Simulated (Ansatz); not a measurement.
Geometry optimisation, Ansatz, RHF/6-31G*.

The input (input.yaml):

```yaml
crystal:
  periodic: [false, false, false]
  atoms:
    - { symbol: Al, position_ang: [0.0, 0.0, 0.0] }
    - { symbol: H, position_ang: [0.0, 0.0, 1.91] }
    - { symbol: Cl, position_ang: [1.9312, 0.0, -1.115] }
    - { symbol: Cl, position_ang: [-1.9312, 0.0, -1.115] }
    - { symbol: "N", position_ang: [0.0928, -2.1047, 0.7] }
    - { symbol: H, position_ang: [-0.4256, -2.8627, 0.1705] }
    - { symbol: H, position_ang: [0.6555, -2.3517, 1.5637] }
    - { symbol: H, position_ang: [0.0453, -1.027, 1.8385] }
basis:
  gaussian: { orbitals: "6-31G*" }
hamiltonian:
  xc: hf
relax:
  f_tol: 0.15
  max_steps: 25
  restrain:
    - { distance: [0, 4], at: 3.12, k: 30.0 }
    - { distance: [7, 1], at: 1.86, k: 30.0 }
    - { distance: [0, 1], at: 1.56, k: 30.0 }
    - { distance: [7, 4], at: 1.06, k: 30.0 }
```

Command:

```bash
$ ansatz run input.yaml --threads 1 --pin off --max-ram 2048MiB --backend cpu --events-out ev --progress --plain --runs-dir out
```

Where does it end, and by what steps?

The run converged. The restraints hold the end off the free minimum. After 9 steps the energy has fallen by 4.072 eV (the restraints' own energy left out); H6 moved furthest, 1.07 Å. Joined: N5–H8 (1.57 → 1.03 Å).

```
step  energy less start (eV)  largest force component (eV/Å)  accepted
   0                  0.0000                           4.809       yes
   1                  0.0767                           5.288       yes
   2                 -1.0508                           5.502       yes
   3                 -2.3537                           5.420       yes
   4                 -3.1992                           3.781       yes
   5                 -3.4598                           2.316       yes
   6                 -3.8523                           1.680       yes
   7                 -3.9856                           1.542       yes
   8                 -4.0556                           1.539       yes
   9                 -4.0720                           1.438       yes
```

```xyz
8
Properties=species:S:1:pos:R:3
Al 0.044 0.370 -0.206
H -0.052 0.189 1.343
Cl 1.868 0.820 -1.140
Cl -1.700 0.400 -1.371
N 0.072 -2.453 1.079
H -0.711 -3.073 1.179
H 0.905 -2.943 1.352
H -0.056 -1.655 1.716
```

Time of the run: 20 s on 1 thread of Arm Neoverse V1, on a shared host, peak memory 0.15 GiB.
